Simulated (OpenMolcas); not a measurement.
An OpenMolcas run meant for F IV (ANO-L-VDZP, non-relativistic; inactive shells 1s; intended active space 4 electrons in 4 orbitals (2s 2p)). One step of its input:

```
&CASPT2
Multistate=3 1 2 3
Frozen=0 0
IPEA=0.25
Shift=3.0
MaxIter=60
WThr=0.0 0.3 0.05
PrWF=0.5
NoMix
```

The run finished. Its levels beside those of a sound run (SS-CASPT2, IPEA 0.25 Eh, imaginary shift 0.1 Eh (closed shells correlated: 1s)), in cm-1 above each run's lowest level:

| Level | This run | Usual run |
| --- | --- | --- |
| 2s2 2p2 3P0 | 0.0 | 0.0 |
| 2s2 2p2 3P1 | 202 | 202 |
| 2s2 2p2 3P2 | 591 | 591 |
| 2s2 2p2 1D2 | 26157 | 26014 |
| 2s2 2p2 1S0 | 52627 | 53326 |
| 2s 2p3 5S* 2 | 69670 | 70743 |

Question: Which setting is unsound, and how much does it matter here?

Answer: The level shift is far above the usual 0.1 to 0.3 hartree and damps the second-order energy. Against the sound run the excited levels shown move by 380 cm-1 on average and by 1100 cm-1 at most.

The basis is small and was not contracted for so high a charge. Levels of configurations outside the active space are missing.

* marks odd parity.
